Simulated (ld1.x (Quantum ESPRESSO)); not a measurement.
Values are calculated unless marked as measured or tabulated.
# Potentials for phosphorus compared

Generated with ld1.x 7.5 (TM, RRKJ, ultrasoft, PAW), atompaw 4.2 or ONCVPSP 4.0.1. The cutoff is in Ry: for ld1.x and atompaw files where the sum of valence levels is converged to 10 mRy in a Bessel basis, for ONCV files where the hardest occupied wave has 1 mHa per electron of residual kinetic energy. The error is the largest all-electron minus pseudo excitation energy over each file’s own four to seven test configurations (ionisations up to +4, promotions, holes and added fractions of an electron), all of which were solved. The labels leave out finer settings (local radius, basis sizes, second energies), which also bear on the numbers. Spin-polarised tests are not counted. The rows are a selection from randomly drawn settings: files with unsolved tests, undetermined cutoffs or missed reference levels are left out.

A true bound ghost makes a file unfit for plane-wave use even where its test errors are small: the radial tests pick states by their node count and pass the ghost by.

| potential | cutoff (Ry) | largest error (meV) | bound ghosts |
| --- | --- | --- | --- |
| TM semilocal, LDA (PZ), scalar-relativistic, rc 1.55/1.85 (sp), local s, core correction yes, reference 3s2 3p2 | 25 | +151 | none |
| TM, LDA (PZ), scalar-relativistic, rc 1.15/1.65 (sp), local smoothed, core correction yes, reference 3s2 3p3 | 55 | +1040 | none |
| TM, LDA (PZ), non-relativistic, rc 1.65/1.85/1.40 (spd), local d, core correction yes, reference 3s2 3p3 | 18 | +397 | none |
| ultrasoft, PBE, scalar-relativistic, rc 1.55/1.30/1.50 (spd), local smoothed, core correction yes, reference 3s1 3p4 | 18 | +32 | p |
| ultrasoft, LDA (PZ), scalar-relativistic, rc 1.45/1.50 (sp), local smoothed, core correction no, reference 3s2 3p3 | 15 | +339 | none |

Problem. Fill in the row for P: TM, PBEsol, scalar-relativistic, rc 1.55/1.70/1.60 (spd), local smoothed, core correction no, reference 3s2 3p2.

Solution. cutoff 21 Ry, largest error +218 meV, bound ghosts: none.

Problem. Fill in the row for P: TM semilocal, PBE, scalar-relativistic, rc 1.35/1.60/1.65 (spd), local d, core correction no, reference 3s2 3p2.5.

Solution. cutoff 35 Ry, largest error +205 meV, bound ghosts: none.

Problem. Fill in the row for P: ultrasoft, PW91, scalar-relativistic, rc 0.85/0.80 (sp), local smoothed, core correction yes, reference 2s2 2p6 3s2 3p3.

Solution. cutoff 200 Ry, largest error -512 meV, bound ghosts: none.
